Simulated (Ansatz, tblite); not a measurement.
Removing an electron: B₆P₅H₁₈⁻, a cluster cut from wurtzite BP (hydrogen-capped). The state is a singlet with charge -1. Geometry: PBE-D4/def2-SVP. Ansatz, gas phase; energy differences of separate SCF runs; the oxidised species was run as a doublet alone.

Cartesian coordinates in Å:
```
B -1.879 1.013 1.159
P -0.242 1.790 0.398
P 0.803 -0.607 2.225
B 1.388 0.886 1.107
B -0.234 1.842 -1.566
P 2.398 0.197 -0.419
P -1.841 -0.861 0.554
B -0.488 -1.902 1.556
B -1.788 -1.052 -1.399
P -0.244 -0.057 -2.091
B 1.524 -0.889 -1.778
H -1.841 1.068 2.392
H -2.836 1.604 0.664
H -0.110 3.131 0.886
H 0.356 0.000 3.438
H 1.973 -1.261 2.738
H 2.103 1.632 1.765
H -1.273 2.391 -1.928
H 0.792 2.395 -1.972
H 3.026 1.347 -0.989
H 3.574 -0.453 0.085
H -3.090 -1.427 0.964
H -0.974 -2.462 2.537
H 0.133 -2.660 0.819
H -2.797 -0.496 -1.839
H -1.696 -2.240 -1.705
H -0.387 -0.066 -3.516
H 1.414 -2.014 -1.303
H 2.235 -0.847 -2.780
```

The xTB rows come from tblite. HOMO above LUMO, or a gap near zero within one spin, warns that the state may not be the lowest or that an electron is smeared out.

```csv
level,−HOMO (eV),vertical IE (eV),−LUMO (eV),HOMO–LUMO gap (eV),remarks
GFN1-xTB,6.82,8.90,1.71,5.11,–
GFN2-xTB,6.17,8.14,2.29,3.88,–
PBE-D4/def2-SVP,2.33,4.53,-2.29,4.61,gap within one spin near zero (doublet)
PBE0-D4/def2-SVP,3.49,5.01,-3.05,6.54,–
```

Relaxing the oxidised species (PBE-D4/def2-SVP) changes its energy by -0.38 eV at PBE-D4/def2-SVP, so the adiabatic ionisation energy to this nearest minimum is 4.15 eV. At PBE0-D4/def2-SVP it is 4.41 eV.    Raw xTB energy differences between charge states are shifted by several eV; the methods need an empirical correction for them.
